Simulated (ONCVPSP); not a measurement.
# Varying the ONCV potential for copper

Base potential:

| Quantity | Value |
| --- | --- |
| Element | copper (Cu) |
| Generator | ONCVPSP 4.0.1 |
| Type | optimised norm-conserving Vanderbilt (ONCV) |
| Functional | LDA (Perdew-Wang 92) |
| Relativity | scalar-relativistic |
| Frozen core | [Ne] 3s2 |
| Valence charge | 17 |
| Reference configuration | 3p6 3d9 4s2 |
| Partial waves | 4s: rc 2.30 bohr, ncon 4, nbas 7, qcut 3.3 1/bohr, 2 projectors, debl 2.5 Ha; 3p: rc 0.70 bohr, ncon 5, nbas 8, qcut 12.6 1/bohr, 2 projectors, debl 2.1 Ha; 3d: rc 0.70 bohr, ncon 4, nbas 8, qcut 20.5 1/bohr, local |
| Local potential | the d channel |
| Core correction | polynomial model core, fcfact 0.6 |

In the p channel the program set the typed energies aside and used -2.836, 0.250 Ha.

All-electron outer shells of the reference configuration (LDA (PZ), scalar-relativistic, ld1.x):

```csv
shell,level (eV),outermost node (bohr),outermost maximum (bohr)
3s,-119.41,0.29,0.61
3p,-77.17,0.26,0.62
3d,-9.79,–,0.60
4s,-6.05,0.88,2.13
```

Cutoffs, loose and tight: the cutoffs (Ha) at which the residual kinetic energy of the hardest occupied pseudo-wave falls to 1 and 0.1 mHa per electron. They do not see the model core or the augmentation charge, which bear on the density cutoff. Test errors are all-electron minus pseudo excitation energies from the reference, over the configurations 3p6 3d10 4s1; 3p6 3d10 4s0; 3p6 3d9 4s0; 3p6 3d8 4s0. A dash means not determined; rows that change the core or the reference have their own tests.

A true bound ghost makes a file unfit for plane-wave use even where its test errors are small: the radial tests pick states by their node count and pass the ghost by.

| change | outcome | cutoff, loose | cutoff, tight | bound ghosts | GHOST(+) flags above zero | largest test error (meV) |
| --- | --- | --- | --- | --- | --- | --- |
| base | generated, projector energies reset by the program | 168 Ha | 321 Ha | s | s | -92 |
| core correction none | generated, projector energies reset by the program | 168 Ha | 321 Ha | s | s | -88 |
| reference 3p6 3d10 4s1 | generated, projector energies reset by the program | 167 Ha | 320 Ha | s | s | -34 over the solved tests; 1 of 4 tests not solved or not reliable |
| functional PBE | generated, projector energies reset by the program | 168 Ha | 322 Ha | s | s | -92 |
| s: qcut 4 | generated, projector energies reset by the program | 168 Ha | 321 Ha | s | s | -124 |
| s: ncon 5, nbas 8 | generated, projector energies reset by the program | 168 Ha | 321 Ha | s | s | -118 |
| core [Ne], valence charge 19; reference 3s2 3p6 3d10 4s1; waves now 3s+4s: rc 1.20 bohr, ncon 4, nbas 7, qcut 12.8 1/bohr, 2 projectors; 3p: rc 1.10 bohr, ncon 5, nbas 9, qcut 14.8 1/bohr, 2 projectors, debl 3.5 Ha; 3d: rc 1.00 bohr, ncon 5, nbas 10, qcut 16.9 1/bohr, 2 projectors, debl 3.9 Ha; local potential polynomial inside 0.70 bohr (lpopt 5, dvloc0 4 Ha) | generated | 109 Ha | 124 Ha | none | none | -1.6 over the solved tests; 1 of 4 tests not solved or not reliable |
| p: qcut 10.8 | generated, projector energies reset by the program | 231 Ha | 356 Ha | s | s | -92 |
| d: rc 0.9 | failed: test_data: rc < rc(lloc) for l = 1. Not allowed. | – | – | – | – | – |
